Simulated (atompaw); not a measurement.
Cr: one change to a PAW (atompaw) potential, before and after

chromium (Cr), PAW, made with atompaw 4.2.0.5 (PBE, scalar-relativistic). Core [Ne] 3s2, reference 3p6 3d5 4s0 4p1. Waves: 4s (bound, empty): rc 2.90 bohr; 4s channel at 4.15 Ry: rc 2.90 bohr; 3p (bound): rc 1.25 bohr; 4p (bound): rc 1.80 bohr; 3d (bound): rc 1.85 bohr; 3d channel at 0.3 Ry: rc 1.85 bohr. Local part: bessel scheme, radius 2.45 bohr. Core correction: smooth core density matched at 2.30 bohr. Augmentation charge: sinc compensation charge, radius 2.20 bohr; PAW radius 2.90 bohr; waves and projectors: custom polynom gramschmidtortho.

All-electron outer shells of the reference configuration (PBE, scalar-relativistic, ld1.x):

```json
{"shell": "2p", "level (eV)": "-561.98", "outermost node (bohr)": "–", "outermost maximum (bohr)": "0.20"}
{"shell": "3s", "level (eV)": "-75.39", "outermost node (bohr)": "0.36", "outermost maximum (bohr)": "0.78"}
{"shell": "3p", "level (eV)": "-46.86", "outermost node (bohr)": "0.33", "outermost maximum (bohr)": "0.80"}
{"shell": "4s", "level (eV)": "-4.95", "outermost node (bohr)": "1.12", "outermost maximum (bohr)": "2.68"}
{"shell": "3d", "level (eV)": "-4.27", "outermost node (bohr)": "–", "outermost maximum (bohr)": "0.84"}
{"shell": "4p", "level (eV)": "-1.73", "outermost node (bohr)": "1.24", "outermost maximum (bohr)": "3.80"}
```

Change: wave 3d (bound): rc 1.85 bohr becomes 3d (bound): rc 2.02 bohr.

Cutoffs: the cutoffs (Ry, on a coarse ladder) from which the occupation-weighted sum of valence levels, in a spherical-Bessel basis at the reference potential, stays within 10 and 1 mRy of its value at 400 Ry; they do not see the model core or the augmentation charge, which bear on the density cutoff.

Task: What does the change do?

Result: The potential gets neither clearly harder nor softer (50 Ry and 90 Ry → 50 Ry and 90 Ry); the p channel sets the loose cutoff, while the largest relative change is in d, which becomes softer; neither file shows a bound ghost.

| quantity | base | changed |
| --- | --- | --- |
| cutoff, loose | 50 Ry | 50 Ry |
| cutoff, tight | 90 Ry | 90 Ry |
| loose cutoff by channel (10 mRy a level) | p 40 Ry, d 25 Ry | p 40 Ry, d 18 Ry |
| bound ghosts | none | none |
| s: phases at 2.91 bohr within 0.05 rad from the reference energy up to (Ry; the scan ends near 5) | to the end of the scan | to the end of the scan |
| p: phases at 2.91 bohr within 0.05 rad from the reference energy up to (Ry; the scan ends near 5) | 3.3 | 3.3 |
| d: phases at 2.91 bohr within 0.05 rad from the reference energy up to (Ry; the scan ends near 5) | 4.5 | 4.8 |
| lowest overlap eigenvalue by channel | s 0.09, p 0.16, d 0.99 | s 0.09, p 0.16, d 1.00 |

 The cutoffs see the waves, projectors and local potential, not the compensation charge or the core.
